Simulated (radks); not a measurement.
Results of a calculation; reference values are marked as such.
Task: Kr, 36 electrons, occupied as [Kr]. Code: a radial shooting solver on a logarithmic mesh with Libxc functionals. Model: scalar-relativistic Kohn-Sham, LDA (Slater exchange, VWN5 correlation), spin-polarised, spherical densities, finite nucleus; Fermi nuclear charge, rms radius 4.1884 fm; hard spherical wall at 3 bohr. Some entries of the table are withheld. Estimate them.

orbital  occ.  eigenvalue (eV)  <1/r> (bohr^-1)  <r> (bohr)
1s          2        -14118.57            36.71     0.04154
2s          2        -1845.985            8.150      0.1838
2p          6        -1631.783            7.978      0.1603
3s          2        -248.0525            2.693      0.5322
3p          6        -179.9384            2.541      0.5426
3d         10              (1)            2.260      0.5606
4s          2         -11.5954           0.8868       1.472
4p          6           3.9801           0.8054       1.586
4d          0              (2)           0.7208       1.747
5s          0          54.2703           0.8258       1.807
5p          0          68.5567           0.8544       1.764

Result: 
(1) 3d eigenvalue (eV): -66.8812
(2) 4d eigenvalue (eV): 28.5563
